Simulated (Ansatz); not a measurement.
Reaction (ligand exchange at the Si–S bond): `[SiH3][S][AlH][SH]` + `N[Si](N)(O)O` → `N[Si](N)(O)O[SiH3]` + `[SH][AlH][SH]`

Program: Ansatz. Geometries: PBE0-D4/def2-TZVP. ΔE: electronic, gas phase. CBS: MP2 limit from def2 TZ/QZ plus the TZ coupled-cluster correction, frozen cores. This one scheme is used for every species. DFT in def2-TZVPP. B3LYP here is the variant with VWN-RPA as its local correlation; programs differ in this. One conformer a species, not always the lowest.

| level | ΔE (kJ/mol) |
| --- | --- |
| B3LYP-D4 | -48.2 |
| ωB97M-V | -44.8 |
| PBE0 | -35.8 |
| HF/def2-TZVPP | -67.2 |
| SCS-MP2/def2-TZVPP | -50.9 |
| CCSD/def2-TZVPP | -52.0 |
| CCSD(T)/def2-TZVPP | -48.1 |
| CCSD/CBS(def2) | -47.9 |

(1) What does CCSD(T)/CBS give? (An estimate is asked.)

Largest T1 diagnostic among the species: 0.012.

Answers

(1) Ansatz gave: -44.0 kJ/mol. The listed levels differ from it by -4.2, -0.8, 8.2, -23.2, -6.9, -8.0, -4.1, -3.9 kJ/mol.

From PBE to PBE0 (25 % exact exchange), in def2-TZVPP and without D4, ΔE moves by −3.7 kJ/mol. The D4 term adds +3.2 kJ/mol with B3LYP and +1.3 kJ/mol with PBE0; it sums over pairs of atoms, weighted by their polarisabilities, and B3LYP, whose exchange is more repulsive, gets the larger term.
